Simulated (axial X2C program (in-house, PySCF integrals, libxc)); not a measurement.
## TiCl⁺ along the bond: PBE0, 2c

Computed with an in-house relativistic program for diatomic molecules. Two-component (2c) means X2C with spin–orbit coupling and atomic mean-field two-electron Coulomb and Gaunt terms. Basis: Ti dyall-cv3z [10s10p6d4f2g], Cl dyall-av3z [9s8p3d2f] (cores contracted in-house); Gaussian nuclei, density fitting, unrestricted open shells. Masses: Ti 47.948 u, Cl 34.969 u.

State: Ω = 1 (⟨Sz⟩ = -1.00, ⟨Lz⟩ = 2.00 at PBE0). Dipoles are positive if Cl is the positive end and refer to the centre of mass.

```
R (Å)    μ (D)  HOMO (eV)  LUMO (eV)
1.863   -5.249     -11.86      -8.74
1.949   -5.852     -12.01      -8.88
2.014   -6.304     -12.13      -8.97
2.078   -6.750     -12.25      -9.07
2.142   -7.187     -12.38      -9.16
2.217   -7.680     -12.53      -9.27
2.292   -8.153     -12.67      -9.38
2.388   -8.732     -12.84      -9.52
2.506   -9.394     -13.00      -9.69
2.678  -10.261     -12.78      -9.92
```

Q: The minimum lies at 2.136 Å. What is the dipole moment there?

A: At PBE0, 2c, with the sign and origin stated: μ = -7.15 D.

The state is a single determinant with fixed occupations, the lowest that a limited PBE0 search found. Density functionals use the spin component along the axis (collinear). PBE0 can misorder states that lie within some tenths of an eV, so this need not be the ground state of the molecule. The nearest other 2c determinant of the search, Ω = 3, lies 0.03 eV up at the distance of the search. The functionals have no current-density term, which raises determinants with orbital currents, atoms included. With several unpaired electrons one determinant need not be a pure state.
